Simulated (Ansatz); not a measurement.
# Interaction energy ladder

The pair of CH₂O (SMILES C=O, atoms 1–4) and GeH₄ (SMILES [GeH4], atoms 5–9), both closed shells, in one local arrangement (a lower one may exist), relaxed at PBE0-D4/def2-TZVP:

C1  (0.133, -0.199, -2.108)
O2  (-0.498, 0.657, -1.559)
H3  (0.189, -0.266, -3.213)
H4  (0.694, -0.968, -1.541)
Ge5  (-0.109, 0.163, 1.676)
H6  (1.239, 0.488, 1.018)
H7  (-0.719, -1.078, 1.008)
H8  (-1.063, 1.355, 1.558)
H9  (0.134, -0.152, 3.162)
(Å)

Ansatz 0.2.0; basis: def2-TZVPPD, with def2-QZVPPD for the basis limit; cores frozen in the correlated methods. Filled d shells of the heavier atoms are correlated. The def2 sets are not built for correlating such inner shells, so the correlated values are less sure here. B3LYP uses VWN-RPA correlation. Extrapolation: Hartree–Fock as exp(−7.88 √X), correlation as X^−2.97. Interaction energies count from these two fragments, frozen as in the pair, with the counterpoise correction; negative means bound.

(1) What is the interaction energy by CCSD(T) at an estimated basis limit (MP2 extrapolated from triple and quadruple zeta, plus CCSD(T) − MP2 in triple zeta)? (An estimate is asked for; the value comes from the calculation.)

(2) Which atoms make the shortest contact between the fragments?

T1 diagnostic: at most 0.017.

Answers

(1) The calculation gives: -7.4 kJ/mol. Hartree–Fock alone gives -0.1 kJ/mol at the basis limit. It counts from the two fragments frozen as in the pair.

The same quantity by other methods in triple zeta, and each one's difference from that estimate:
```csv
method,E_int (kJ/mol),difference
PBE-D4,-7.6,-0.2
revPBE-D4,-6.5,0.9
BLYP-D4,-6.5,1.0
r2SCAN-D4,-7.2,0.2
B97M-V,-8.0,-0.6
PBE0-D4,-7.3,0.1
B3LYP-D4,-7.1,0.3
HSE06-D4,-7.2,0.2
wB97X-V,-7.7,-0.3
wB97M-V,-7.9,-0.4
B2PLYP,-3.2,4.2
HF,-0.1,7.3
MP2,-6.5,0.9
CCSD,-5.4,2.0
CCSD(T),-6.4,1.0
```
Differences are method less estimate.

(2) H4 and H7, 2.92 Å apart.

Basis-set superposition shift (counterpoise-corrected less uncorrected): CCSD(T) 2.9; MP2 3.0; HF 0.5; PBE0-D4 0.4; wB97M-V 0.5 kJ/mol.

For scale, one of the runs: CCSD(T)/def2-TZVPPD, 233 basis functions, launched by `ansatz run in.yaml --threads 4 --pin off --events-out ev --progress --plain --max-ram 9574MiB`. Time: 55 s of wall clock on 4 CPU threads of an Intel Xeon Platinum 8488C; the host was shared. Peak host memory: 4.2 GiB.
